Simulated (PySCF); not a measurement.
PySCF job for Pt(OH)2 (H2O2Pt), SMILES [OH][Pt][OH] (connectivity only; charge and spin as stated), neutral, multiplicity 3, PBE-D3(BJ)/def2-TZVP. Geometry optimised at PBE-D3(BJ)/def2-TZVP. The spin state was assumed, not searched. The def2 effective core potentials stand for the cores of Pt; spin–orbit coupling is left out. Other conformers were not sampled.

```python
import numpy as np
from pyscf import gto, scf, dft, df
from pyscf.hessian import thermo

mol = gto.M(
    atom='''
    Pt   -0.00000000   -0.00000000   -0.03309584
    O     1.87121547    0.07262386    0.06878496
    H     2.32599483   -0.46739534    0.74045814
    O    -1.87121547   -0.07262386    0.06878496
    H    -2.32599483    0.46739533    0.74045814
    ''',
    basis='def2-TZVP',
    ecp={'Pt': 'def2-tzvp'},
    charge=0,
    spin=2,
    max_memory=1600,
    verbose=3,
)
mf = dft.UKS(mol, xc='pbe').density_fit(auxbasis='def2-universal-jkfit')
mf.disp = 'd3bj'
mf.grids.level = 3
mf.conv_tol = 1e-11
mf.max_cycle = 100
mf.kernel()
fine, coarse = mf.grids, dft.Grids(mol).set(level=1).build(with_non0tab=True)
for _ in range(3):  # follow internal instabilities
    mf.grids = coarse
    mo, _, stable, _ = mf.stability(return_status=True, nroots=4)
    mf.grids = fine
    if stable:
        break
    mf.kernel(mf.make_rdm1(mo, mf.mo_occ))

# [left out here: the lines that compute and print the analytic Hessian (its translational invariance restored by hand, since the grid's response is missing), thermochemistry and intensities]
```

Log of the run:

```

WARN: HOMO -0.644344644618192 >= LUMO -0.646723902239869

converged SCF energy = -270.939081053596  <S^2> = 2.0033001  2S+1 = 3.0021993
<class 'pyscf.df.df_jk.DFUKS'> wavefunction is stable in the internal stability analysis

WARN: DFTD3 does not support analytical Hessian, using finite difference


WARN: Mole.unit (angstrom) is changed to Bohr

Mode                                 0                   1                   2
Irrep
Freq [cm^-1]                      159.4938            217.1513            361.4055
Reduced mass [au]                   3.9810              4.4368              1.2212
Force const [Dyne/A]                0.0597              0.1233              0.0940
Char temp [K]                     229.4761            312.4324            519.9821
Normal mode                   x     y     z       x     y     z       x     y     z
       0  Pt                 0.00 -0.00 -0.03    0.00 -0.02  0.00   -0.00 -0.00 -0.01
       1   O                -0.01 -0.01  0.14   -0.01  0.15  0.02    0.01  0.04  0.06
       2   H                -0.11  0.09  0.29    0.09 -0.12 -0.26   -0.02 -0.52 -0.37
       3   O                 0.01  0.01  0.14   -0.01  0.15 -0.02   -0.01 -0.04  0.06
       4   H                 0.11 -0.09  0.29    0.09 -0.12  0.26    0.02  0.52 -0.37
Mode                                 3                   4                   5
Irrep
Freq [cm^-1]                      636.4331            639.8680            680.3645
Reduced mass [au]                   2.0994              1.2659              1.9406
Force const [Dyne/A]                0.5010              0.3054              0.5293
Char temp [K]                     915.6855            920.6276            978.8931
Normal mode                   x     y     z       x     y     z       x     y     z
       0  Pt                -0.00 -0.00 -0.00   -0.01 -0.00  0.00    0.00  0.00 -0.00
       1   O                -0.13 -0.02  0.03    0.07  0.04 -0.03    0.12 -0.01  0.03
       2   H                 0.40  0.15 -0.21   -0.55 -0.23  0.19    0.46  0.12 -0.10
       3   O                 0.13  0.02  0.03    0.07  0.04  0.03   -0.12  0.01  0.03
       4   H                -0.40 -0.15 -0.21   -0.55 -0.23 -0.19   -0.46 -0.12 -0.10
Mode                                 6                   7                   8
Irrep
Freq [cm^-1]                      683.8123           3687.6309           3688.2585
Reduced mass [au]                   5.1036              1.0666              1.0668
Force const [Dyne/A]                1.4061              8.5455              8.5501
Char temp [K]                     983.8537           5305.6798           5306.5829
Normal mode                   x     y     z       x     y     z       x     y     z
       0  Pt                 0.03 -0.00  0.00    0.00  0.00  0.00   -0.00 -0.00  0.00
       1   O                -0.15  0.00 -0.02   -0.02  0.02 -0.03    0.02 -0.02  0.03
       2   H                -0.27 -0.05  0.02    0.33 -0.37  0.47   -0.33  0.38 -0.47
       3   O                -0.15  0.00  0.02   -0.02  0.02  0.03   -0.02  0.02  0.03
       4   H                -0.27 -0.05 -0.02    0.33 -0.38 -0.47    0.33 -0.37 -0.47
temperature 298.1500 [K]
pressure 101325.00 [Pa]
Rotational constants [GHz] 251.65030 4.09030 4.06183
Symmetry number 2
Zero-point energy (ZPE) 0.02450 [Eh]   64325.704 [J/mol]
                           tot       elec      trans        rot        vib
Entropy [J/mol/K]       301.043      9.134    176.519     85.735     29.655
Cv [J/mol/K]             62.142      0.000     12.472     12.472     37.199
Cp [J/mol/K]             70.456      0.000     20.786     12.472     37.199
Internal energy [J/mol]                      3718.434   3718.434  69657.038
Internal energy [Eh]   -270.90972  -270.93908
Enthalpy [J/mol]                             6197.391   3718.434  69657.038
Enthalpy [Eh]          -270.90877
Gibbs free energy [J/mol]                  -46431.706 -21843.408  60815.510
Gibbs free energy [Eh] -270.94296
mode   freq/cm-1   IR/(km/mol)
   1      159.49         7.927
   2      217.15        22.140
   3      361.41        74.006
   4      636.43         6.539
   5      639.87       470.354
   6      680.36         3.855
   7      683.81        31.527
   8     3687.63       223.001
   9     3688.26        56.635
max |gradient| / (hartree/bohr): 3.305252644325099e-05
APT charges: [ 0.5211 -0.5966  0.3361 -0.5966  0.3361]
```

Self-consistency was reached.

Cost: around 2.1 core-minutes (rough).
